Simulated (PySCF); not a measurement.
## C₆ coefficients of unlike pairs at wB97M-V

Calculated with PySCF 2.14 from the dipole response of each species, C₆(A,B) = (3/π) ∫ α_A(iu) α_B(iu) du, in atomic units, from isotropic polarisabilities. For ions this is the dispersion term alone; charge-induced terms of lower order in 1/R come first.

| species | configuration | basis | relativity | α (bohr³) | C₆ (like pair) |
| --- | --- | --- | --- | --- | --- |
| Rh³⁺ | [Kr] 4d6 (5D) | aug-cc-pVDZ-PP with ECP28MDF (5s5p4d2f) | core potential | 4.669 | 21.31 |
| Cd | [Kr] 4d10 5s2 (1S) | def2-QZVPPD with the def2 core potential (28 electrons) (7s5p4d4f2g) | core potential | 52.53 | 476.5 |
| Sb⁺ | [Kr] 4d10 5s2 5p2 (3P) | aug-cc-pVTZ-PP with ECP28MDF (6s5p4d2f) | core potential | 24.77 | 194.2 |

Question: Estimate C₆ for Cd with Rh³⁺.

Answer: The integral gives 79.98. The combination rule 2 C_A C_B / (C_A α_B/α_A + C_B α_A/α_B) gives 71.98 and the geometric mean 100.8.

No spin-orbit coupling is included.

The other pairs:

```tsv
pair	C₆
Sb⁺, Cd	295.7
Sb⁺, Rh³⁺	56.31
```
